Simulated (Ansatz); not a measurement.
C$_{2}$H$_{9}$GaN, charge +1, singlet, geometry from GFN2-xTB (such geometries of metal compounds can be far from the true shape). Base run: Ansatz (a quantum-chemistry and plane-wave program) with CAM-B3LYP/STO-3G.

Ansatz was given this input:
Ansatz 0.2 input:
```yaml
crystal:
  periodic: [false, false, false]
  atoms:
    - {symbol: Ga, position_ang: [0.01230320, 0.27085287, 0.07317890]}
    - {symbol: C, position_ang: [1.56217051, 0.91239822, -1.08138031]}
    - {symbol: H, position_ang: [2.48093940, 0.40995923, -0.76770611]}
    - {symbol: H, position_ang: [1.69143509, 1.99225895, -0.97680614]}
    - {symbol: H, position_ang: [1.35524775, 0.67334755, -2.12801519]}
    - {symbol: C, position_ang: [-1.51190352, 0.36240503, 1.42058717]}
    - {symbol: H, position_ang: [-2.42862361, -0.00827270, 0.95410195]}
    - {symbol: H, position_ang: [-1.66612628, 1.39262866, 1.75006911]}
    - {symbol: H, position_ang: [-1.26863868, -0.25754025, 2.28741157]}
    - {symbol: N, position_ang: [-0.07882585, -1.91227677, -0.51159490]}
    - {symbol: H, position_ang: [-0.77979814, -2.08684462, -1.23480529]}
    - {symbol: H, position_ang: [-0.32440056, -2.51666217, 0.27535179]}
    - {symbol: H, position_ang: [0.80874464, -2.25819564, -0.88222419]}
basis:
  gaussian:
    orbitals: STO-3G
hamiltonian:
  xc: cam_b3lyp
total_charge: 1
```

The base run was repeated with changes; each row names its change, and settings that it needs were set with it.

```tsv
change	basis functions	E (Eh)	core-seconds (rough)
base	42	-2036.72241	7
basis = pcseg-0	…	…	3
basis = 6-31G*	98	-2060.78895	5
basis = pcseg-1	114	-2060.83081	6
basis = def2-SVP	…	…	5
basis = 6-31G**	125	-2060.80724	5
basis = 6-311G**	…	…	7
basis = def2-SVPD	170	-2060.72782	8
basis = aug-cc-pVDZ	186	-2061.04627	10
basis = aug-pcseg-1	186	-2060.83862	10
basis = def2-TZVPD	246	-2061.12558	20
basis = pc-2	…	…	10
basis = def2-TZVPP	267	-2061.12963	10
```

**Question.** What belongs in the gaps?

**Answer.** 
- basis = pcseg-0, basis functions: 67
- basis = pcseg-0, E (Eh): -2058.33350
- basis = def2-SVP, basis functions: 119
- basis = def2-SVP, E (Eh): -2060.71753
- basis = 6-311G**, basis functions: 152
- basis = 6-311G**, E (Eh): -2061.07397
- basis = pc-2, basis functions: 259
- basis = pc-2, E (Eh): -2061.18088

Totals compare only among sets that treat the same electrons; sets with core potentials leave the core out.
